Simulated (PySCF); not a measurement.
**Dipole moment and polarisability of `C=C1C[SiH](Cl)C1`**

C4H7ClSi.
Cartesian coordinates in Å at the GFN2-xTB level; atoms count from 1:
```xyz
13
C4H7ClSi angstrom
C     -2.027   -0.230    0.121
C     -0.724   -0.059    0.037
C      0.170   -0.195   -1.178
Si     1.716    0.005   -0.066
Cl     2.917    1.586   -0.430
C      0.256    0.282    1.140
H     -2.623   -0.486   -0.739
H     -2.553   -0.118    1.055
H      0.032   -1.137   -1.704
H     -0.004    0.602   -1.902
H      2.541   -1.179    0.146
H      0.124    1.302    1.499
H      0.171   -0.373    2.004
```

Level: CAM-B3LYP/def2-SVPD (PySCF), static field, nuclei fixed, core orbitals frozen in the response. The polarisability tensor in these axes (au):

```
x   107.61   9.89  -3.25
y     9.89  71.18   0.21
z    -3.25   0.21  73.90
```

Problem. What are the eigenvalues, a third of the trace, and Δα (Δα² = ½Σ(αi − αj)² over the three pairs)?

Solution. Principal values 68.47, 73.83 and 110.38 au; mean 84.23 au = 12.48 Å³ = 13.89 × 10⁻⁴⁰ C²·m²/J; Δα = 39.51 au (47 % of the mean).

Problem. What is the dipole moment, and where does it point?

Solution. (-0.50, -0.84, 0.19) D, 1.00 D in size, pointing from the negative to the positive side. Measured along this direction, the outermost atoms are Cl5 at the negative end and H7 and H8 at the positive end.

Problem. How large is μ²/3kT at 298 K beside α?

Solution. In Gaussian units μ²/3kT = 8.10 Å³ against 12.48 Å³, a ratio of 0.65; the Debye molar polarisation (4π/3)N_A(α + μ²/3kT) is 51.9 cm³/mol, leaving out the vibrational part.

Problem. Molar refractivity from α?

Solution. Lorentz–Lorenz: R = (4π/3)N_A α = 2.5225 cm³/(mol·Å³) × 12.48 Å³ = 31.5 cm³/mol, in the limit of long wavelengths.

Problem. In TDDFT the mean static polarisability is Σ f/ω² over all singlet excitations (ω in hartree). How much of it do the 8 lowest give? Their energies (eV) and oscillator strengths: 6.56, 0.2329; 6.81, 0.0009; 6.90, 0.0134; 7.25, 0.0008; 7.35, 0.0030; 7.56, 0.0133; 7.61, 0.0004; 7.69, 0.0017.

Solution. They add up to 4.48 au, 5.3 % of the 84.23 au; the largest single term is 4.00 au, from the state at 6.56 eV. Terms in order: 4.00, 0.01, 0.21, 0.01, 0.04, 0.17, 0.01, 0.02 au. Higher excitations give the rest. The strengths listed sum to 0.266.

Geometry: GFN2-xTB; no solvent, vibrations or thermal averaging.

These values come from a run that also computed excited states. The run took 98 s wall, 80 s CPU (with the writing of density and orbital grids) on Intel Xeon at 2.50 GHz, one thread, on a shared host, and the process peaked at 0.87 GiB of memory.
